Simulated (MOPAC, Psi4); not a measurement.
Internal rotation in SMILES c1csc(-c2ccc(-c3cccs3)s2)c1 (C12H8S3), singlet. Scanned: dihedral S14–C5–C4–S3; all other coordinates were relaxed at GFN2-xTB. Points at φ and −φ are mirror images. Heavy atoms are numbered in the order of the SMILES c1csc(-c2ccc(-c3cccs3)s2)c1, hydrogens after them in the order of the atoms that carry them; the mirror image has the same energies with the sign of each dihedral reversed.

Computed with: PM3, restricted, heats of formation // GFN2-xTB (MOPAC); PBE-D3(BJ)/def2-SVP // GFN2-xTB (Psi4).

Energies relative to the lowest point of each profile, in kcal/mol:

```json
[
 {"φ / °": "-160", "PM3": "0.5"},
 {"φ / °": "-100", "PM3": "0.7"},
 {"φ / °": "-80", "PM3": "0.3"},
 {"φ / °": "-40", "PM3": "0.0"},
 {"φ / °": "-20", "PM3": "0.0"},
 {"φ / °": "0", "PM3": "0.1"},
 {"φ / °": "40", "PM3": "0.0"},
 {"φ / °": "80", "PM3": "0.3"},
 {"φ / °": "100", "PM3": "0.7"},
 {"φ / °": "120", "PM3": "0.9"},
 {"φ / °": "140", "PM3": "0.7"},
 {"φ / °": "160", "PM3": "0.5"}
]
```

**Question.** Estimate the PBE-D3(BJ)/def2-SVP values at these points.

**Answer.** -160: 0.1; -100: 3.8; -80: 4.0; -40: 1.1; -20: 0.6; 0: 0.6; 40: 1.1; 80: 4.0; 100: 3.8; 120: 2.2; 140: 0.8; 160: 0.1 (kcal/mol).
